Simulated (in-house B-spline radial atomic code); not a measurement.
## Ga³⁺: [Ar] (3d3/2)4 (3d5/2)5 (5p3/2)1 (an excited or competing configuration)

All numbers are computed (Dirac-Hartree-Fock, average of the jj configuration; Fermi nucleus of rms radius 3.9973 fm) with a radial B-spline atomic code at the basis-set limit, not measured.

Screening seen three ways: the hydrogenic charge with the same mean radius, Z_r = [3n² - l(l+1)]/(2<r>), the one with the same energy, Z_e = n√(-2ε), and Slater's rules. Values are occupation-weighted means over j.

```json
{"shell": "1s", "electrons": "2", "ε (eV)": "-10499", "<r> (bohr)": "0.04858", "Z_r": "30.88", "Z_e": "27.78", "Slater": "30.70"}
{"shell": "2s", "electrons": "2", "ε (eV)": "-1394.2", "<r> (bohr)": "0.2167", "Z_r": "27.69", "Z_e": "20.25", "Slater": "26.85"}
{"shell": "2p", "electrons": "6", "ε (eV)": "-1216.1", "<r> (bohr)": "0.1905", "Z_r": "26.25", "Z_e": "18.91", "Slater": "26.85"}
{"shell": "3s", "electrons": "2", "ε (eV)": "-229.56", "<r> (bohr)": "0.646", "Z_r": "20.90", "Z_e": "12.32", "Slater": "19.75"}
{"shell": "3p", "electrons": "6", "ε (eV)": "-173.33", "<r> (bohr)": "0.67", "Z_r": "18.66", "Z_e": "10.71", "Slater": "19.75"}
{"shell": "3d", "electrons": "9", "ε (eV)": "-82.433", "<r> (bohr)": "0.7385", "Z_r": "14.22", "Z_e": "7.38", "Slater": "10.20"}
{"shell": "5p", "electrons": "1", "ε (eV)": "-17.034", "<r> (bohr)": "4.619", "Z_r": "7.90", "Z_e": "5.59", "Slater": "4.00"}
```

The least bound orbital is 5p3/2 at -17.03 eV, and it is also the most diffuse (<r> = 4.619 bohr).

For the 1s electron the small component carries 1.26 % of the norm, the zero-frequency Breit interaction raises the level by 14.63 eV, self-energy by 7.524 eV, and vacuum polarisation lowers it by 0.7115 eV.
